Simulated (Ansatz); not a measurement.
Cost against result

The pair of K⁺ (SMILES [K+], atom 1) and Si$_{2}$H$_{6}$ (SMILES [SiH3][SiH3], atoms 2–9), both closed shells, in one local arrangement (a lower one may exist), relaxed at PBE0-D4/def2-TZVP:

| atom | x (Å) | y (Å) | z (Å) |
| --- | --- | --- | --- |
| K1 | -0.5405 | 0.3120 | -4.2274 |
| Si2 | -0.3995 | -0.3043 | 1.6193 |
| Si3 | 0.5392 | 0.2163 | -0.4600 |
| H4 | -1.8111 | -0.6984 | 1.3847 |
| H5 | 0.3686 | -1.4275 | 2.2068 |
| H6 | -0.3269 | 0.9035 | 2.4755 |
| H7 | -0.2352 | 1.3032 | -1.1522 |
| H8 | 0.4449 | -0.9478 | -1.4069 |
| H9 | 1.9603 | 0.6432 | -0.4398 |

Interaction energies are counterpoise-corrected; the time is that of the whole pair.

Computed with Ansatz 0.2.0 (basis: as named in each row); correlated methods freeze the cores. The outer core shell of Li, Na, Mg and K is correlated. The def2 sets are not built for correlating such inner shells, so the correlated values are less sure here. B3LYP uses VWN-RPA correlation. Extrapolation: Hartree–Fock as exp(−7.88 √X), correlation as X^−2.97.

Times are rough, for one single point on 4 threads of a shared host (Arm Neoverse V1).

The estimate by CCSD(T) at an estimated basis limit (MP2 extrapolated from triple and quadruple zeta, plus CCSD(T) − MP2 in triple zeta) is -29.7 kJ/mol.

```json
{"method": "HF", "basis": "STO-3G", "time (s)": "under 1", "interaction energy (kJ/mol)": "-25.3", "method less estimate": "4.4"}
{"method": "PBE-D4", "basis": "STO-3G", "time (s)": "under 1", "interaction energy (kJ/mol)": "-44.9", "method less estimate": "-15.2"}
{"method": "SPW92", "basis": "def2-SVP", "time (s)": "under 1", "interaction energy (kJ/mol)": "-30.7", "method less estimate": "-0.9"}
{"method": "PBE-D4", "basis": "def2-SVP", "time (s)": "under 1", "interaction energy (kJ/mol)": "-37.3", "method less estimate": "-7.6"}
{"method": "PBE0-D4", "basis": "def2-SVP", "time (s)": "under 1", "interaction energy (kJ/mol)": "-34.9", "method less estimate": "-5.2"}
{"method": "B3LYP-D4", "basis": "6-31G", "time (s)": "1", "interaction energy (kJ/mol)": "-41.5", "method less estimate": "-11.8"}
{"method": "CCSD(T)", "basis": "def2-SVP", "time (s)": "1", "interaction energy (kJ/mol)": "-24.2", "method less estimate": "5.5"}
{"method": "revPBE-D4", "basis": "def2-TZVPPD", "time (s)": "2", "interaction energy (kJ/mol)": "-44.4", "method less estimate": "-14.7"}
{"method": "BLYP-D4", "basis": "def2-TZVPPD", "time (s)": "2", "interaction energy (kJ/mol)": "-46.5", "method less estimate": "-16.7"}
{"method": "HSE06-D4", "basis": "def2-TZVPPD", "time (s)": "3", "interaction energy (kJ/mol)": "-37.7", "method less estimate": "-8.0"}
{"method": "PBE-D4", "basis": "def2-TZVPPD", "time (s)": "3", "interaction energy (kJ/mol)": "-39.6", "method less estimate": "-9.9"}
{"method": "PBE0-D4", "basis": "def2-TZVPPD", "time (s)": "4", "interaction energy (kJ/mol)": "-37.8", "method less estimate": "-8.0"}
{"method": "B3LYP-D4", "basis": "def2-TZVPPD", "time (s)": "4", "interaction energy (kJ/mol)": "-43.8", "method less estimate": "-14.0"}
{"method": "r2SCAN-D4", "basis": "def2-TZVPPD", "time (s)": "5", "interaction energy (kJ/mol)": "-31.2", "method less estimate": "-1.5"}
{"method": "wB97M-V", "basis": "def2-SVP", "time (s)": "6", "interaction energy (kJ/mol)": "-28.5", "method less estimate": "1.3"}
{"method": "B2PLYP", "basis": "def2-TZVPPD", "time (s)": "6", "interaction energy (kJ/mol)": "-28.4", "method less estimate": "1.4"}
{"method": "wB97X-V", "basis": "def2-TZVPPD", "time (s)": "10", "interaction energy (kJ/mol)": "-29.7", "method less estimate": "0.0"}
{"method": "B97M-V", "basis": "def2-TZVPPD", "time (s)": "11", "interaction energy (kJ/mol)": "-29.9", "method less estimate": "-0.2"}
{"method": "wB97M-V", "basis": "def2-TZVPPD", "time (s)": "12", "interaction energy (kJ/mol)": "-30.4", "method less estimate": "-0.7"}
{"method": "MP2", "basis": "def2-QZVPPD", "time (s)": "18", "interaction energy (kJ/mol)": "-29.5", "method less estimate": "0.2"}
{"method": "CCSD(T)", "basis": "def2-TZVPPD", "time (s)": "54", "interaction energy (kJ/mol)": "-28.4", "method less estimate": "1.3"}
```

No T1 diagnostic of these runs exceeds 0.013.
